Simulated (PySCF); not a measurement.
Species: MoO2(OiPr)2, C6H14MoO4 (singlet state).
Bonds: Mo1–O2, Mo1–O3, Mo1–O4, Mo1–O15, O4–C5, C5–C6, C5–C7, O15–C16, C16–C17, C16–C18. Hydrogens: H8 on C5; H9, H10, H11 on C6; H12, H13, H14 on C7; H19 on C16; H20, H21, H22 on C17; H23, H24, H25 on C18.

Computed by this run: PBE0-D3(BJ)/def2-SVP geometry optimisation, gas phase, def2 core potentials past Kr in PySCF; density fitting, grid level 1; the optimiser is geomeTRIC in internal coordinates, started from a GFN2-xTB structure with every atom displaced at random (about 0.03 Å).

Step 0: E = -16469.8824 eV
```
atom  x, y, z in Å  |  force x, y, z in eV/Å
Mo1     0.4606   -0.0601    0.2161   -5.809   1.859  -1.386
O2      0.6790   -0.4732    1.7471    1.834  -1.817   6.116
O3      1.7385    0.5534   -0.5020    6.631   2.291  -2.670
O4     -0.7382    1.2777    0.1621   -2.303   0.180  -0.263
C5     -0.9379    2.6401    0.2414    3.163   1.461   1.335
C6     -0.3389    3.2961   -0.9949   -0.010  -1.182   1.072
C7     -0.1256    3.0751    1.5255   -6.624   1.878   0.114
H8     -1.9477    2.9570    0.3553   -1.587  -0.346   0.161
H9      0.6849    2.9154   -1.0423    0.241   0.055  -0.512
H10    -0.3132    4.3583   -0.8861   -0.082   1.139  -0.062
H11    -0.9378    2.9863   -1.8351   -0.112  -0.049  -0.903
H12    -0.5745    2.6077    2.4235    0.201  -0.061  -0.245
H13     0.7951    2.7610    1.3875    5.372  -1.428  -0.523
H14    -0.2203    4.1686    1.6760    0.383  -0.230  -0.092
O15    -0.2795   -1.3467   -0.7389   -1.636   0.513  -2.125
C16    -0.1540   -2.6606   -0.8050   -0.241  -4.339  -1.017
C17    -0.7794   -3.2917    0.4118    0.281  -1.646  -0.622
C18     1.3119   -3.0180   -0.8995    1.260  -0.964  -3.022
H19    -0.6823   -3.0699   -1.7313    0.414   0.534   0.738
H20    -0.3880   -2.8572    1.3112    0.505   0.166   0.888
H21    -0.6891   -4.3999    0.4034    0.474   0.386   0.151
H22    -1.8301   -3.1711    0.4153   -1.658   0.648  -0.026
H23     1.7894   -2.5254   -1.8656   -0.857  -0.876   1.821
H24     1.8165   -2.6145   -0.0443    0.709   0.307   0.931
H25     1.5504   -4.1448   -0.9605   -0.548   1.521   0.142
```

Step 1: E = -16471.4739 eV
```
atom  x, y, z in Å  |  force x, y, z in eV/Å
Mo1     0.4791   -0.0233    0.2405   -1.053   1.040  -0.167
O2      0.7548   -0.4628    1.8355    0.523  -0.217   0.313
O3      1.8560    0.5813   -0.4935    0.851  -0.109   0.075
O4     -0.7417    1.3374    0.1881   -1.140  -0.519  -0.129
C5     -0.9467    2.7125    0.2646    2.411   1.363   0.919
C6     -0.3639    3.3681   -0.9857   -0.164  -0.780   0.751
C7     -0.1522    3.1872    1.5274   -3.130   0.475  -0.280
H8     -1.9837    3.0053    0.3819   -0.824  -0.502   0.042
H9      0.6735    3.0197   -1.0565    0.123   0.037  -0.356
H10    -0.3622    4.4473   -0.8881   -0.116   0.545  -0.085
H11    -0.9543    3.0455   -1.8410    0.027   0.038  -0.520
H12    -0.5873    2.7227    2.4291    0.191  -0.101  -0.099
H13     0.8422    2.8842    1.3984    2.039  -0.304  -0.043
H14    -0.2677    4.2768    1.6609    0.324  -0.093  -0.099
O15    -0.2634   -1.3860   -0.7366   -0.306   0.880  -0.465
C16    -0.1483   -2.7446   -0.8211    0.061  -2.389  -0.309
C17    -0.7911   -3.3985    0.3870   -0.252  -0.752  -0.470
C18     1.3198   -3.1253   -0.9224    0.833  -0.214  -1.814
H19    -0.6738   -3.1204   -1.7447    0.236   0.497   0.453
H20    -0.3912   -2.9892    1.3108    0.294  -0.002   0.436
H21    -0.7062   -4.5015    0.3534    0.424   0.231   0.114
H22    -1.8619   -3.2515    0.3842   -0.719   0.478   0.025
H23     1.7935   -2.6396   -1.8498   -0.566  -0.547   1.146
H24     1.8483   -2.7486   -0.0488    0.323   0.086   0.438
H25     1.5185   -4.2330   -1.0031   -0.389   0.860   0.125
```

Question: Estimate the geometry and energy of step 2. (The exact step hangs on the optimiser's Hessian estimate; all steps are aligned on step 1, rigid shifts and turns removed.)

Answer: E = -16471.9566 eV, largest force 0.780 eV/Å
```
atom  x, y, z in Å  |  force x, y, z in eV/Å
Mo1     0.4876   -0.0090    0.2258    0.050  -0.128  -0.185
O2      0.8314   -0.4976    1.7933    0.037  -0.069   0.224
O3      1.9314    0.5019   -0.4589    0.213   0.024  -0.080
O4     -0.7184    1.3692    0.2053   -0.380   0.017   0.097
C5     -0.8956    2.7605    0.3028    0.383   0.653   0.017
C6     -0.3942    3.4264   -0.9780   -0.109  -0.168   0.261
C7     -0.1827    3.2982    1.5477   -0.610  -0.266  -0.201
H8     -1.9806    2.9269    0.4146   -0.036  -0.025  -0.040
H9      0.6706    3.1872   -1.1228    0.016   0.008  -0.025
H10    -0.4953    4.5191   -0.9077   -0.046   0.003  -0.044
H11    -0.9570    3.0665   -1.8520    0.014   0.023   0.009
H12    -0.5716    2.7994    2.4477    0.082  -0.049   0.014
H13     0.8902    3.1063    1.4653    0.294   0.049   0.050
H14    -0.3645    4.3760    1.6640    0.086   0.032  -0.066
O15    -0.2275   -1.4139   -0.7427   -0.047   0.395  -0.029
C16    -0.1237   -2.8088   -0.8213    0.191  -0.738   0.165
C17    -0.8238   -3.4609    0.3635   -0.221   0.096  -0.143
C18     1.3390   -3.2227   -0.9345   -0.140   0.216   0.329
H19    -0.6443   -3.1041   -1.7460   -0.055   0.016  -0.105
H20    -0.3909   -3.1054    1.3116    0.033  -0.067   0.005
H21    -0.7406   -4.5560    0.3085    0.109  -0.006   0.045
H22    -1.9015   -3.2247    0.3597    0.113   0.095   0.023
H23     1.8102   -2.7526   -1.7959    0.136   0.215  -0.318
H24     1.8986   -2.9142   -0.0336   -0.061  -0.053  -0.013
H25     1.4431   -4.3041   -1.0460   -0.052  -0.274   0.010
```

The energy changes by -0.4827 eV. The first-order estimate −F·Δx gives -0.8716 eV and the mean of the old and new forces, exact on a quadratic surface, -0.4707 eV. The step makes an angle of 77° with the force vector and moves no atom by more than 0.237 Å.

What follows is the cost of the whole optimisation. Time: 12 min wall, 28 min CPU; peak memory 1.5 GiB. Hardware: an Intel Xeon Platinum 8259CL at 2.50 GHz with 2 threads (shared host).
